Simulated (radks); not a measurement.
The tellurium ion Te3+, configuration [Kr] 4d9 5s2 5p1 5d1 (not the ground configuration). All-electron calculation, Dirac Kohn-Sham, PBE, spin-unpolarised, spherical densities, point nucleus; open shells fill j = l - 1/2 first. Program: a radial shooting solver on a logarithmic mesh with Libxc functionals.

Normalised radial functions P(r) = r R(r) (large component), r in bohr:

| r | 5d5/2 |
|---|---|
| 0.001736 | 0.0000 |
| 0.002005 | 0.0000 |
| 0.002315 | 0.0000 |
| 0.002696 | 0.0000 |
| 0.003113 | 0.0000 |
| 0.003595 | 0.0000 |
| 0.004152 | 0.0000 |
| 0.004795 | 0.0001 |
| 0.005582 | 0.0001 |
| 0.006447 | 0.0001 |
| 0.007445 | 0.0002 |
| 0.008599 | 0.0003 |
| 0.01001 | 0.0005 |
| 0.01156 | 0.0008 |
| 0.01335 | 0.0012 |
| 0.01542 | 0.0017 |
| 0.01781 | 0.0025 |
| 0.02073 | 0.0038 |
| 0.02394 | 0.0055 |
| 0.02765 | 0.0080 |
| 0.03193 | 0.0114 |
| 0.03717 | 0.0165 |
| 0.04293 | 0.0231 |
| 0.04958 | 0.0318 |
| 0.05726 | 0.0433 |
| 0.06613 | 0.0578 |
| 0.07698 | 0.0766 |
| 0.08891 | 0.0977 |
| 0.1027 | 0.1213 |
| 0.1186 | 0.1458 |
| 0.138 | 0.1699 |
| 0.1594 | 0.1874 |
| 0.1841 | 0.1951 |
| 0.2126 | 0.1883 |
| 0.2456 | 0.1626 |
| 0.2859 | 0.1120 |
| 0.3302 | 0.0425 |
| 0.3813 | -0.0433 |
| 0.4404 | -0.1361 |
| 0.5127 | -0.2270 |
| 0.5921 | -0.2907 |
| 0.6838 | -0.3178 |
| 0.7897 | -0.2978 |
| 0.912 | -0.2276 |
| 1.062 | -0.1041 |
| 1.226 | 0.0476 |
| 1.416 | 0.2165 |
| 1.635 | 0.3829 |
| 1.904 | 0.5327 |
| 2.199 | 0.6291 |
| 2.539 | 0.6661 |
| 2.932 | 0.6394 |
| 3.387 | 0.5580 |
| 3.943 | 0.4341 |
| 4.553 | 0.3063 |
| 5.259 | 0.1911 |
| 6.073 | 0.1034 |
| 7.07 | 0.0452 |
| 8.165 | 0.0171 |
| 9.43 | 0.0052 |

5d5/2 (empty): eigenvalue -19.928 eV, 2 radial nodes at r = 0.355, 1.17 bohr, <r> = 2.91 bohr, 90 % of the charge inside 4.26 bohr.
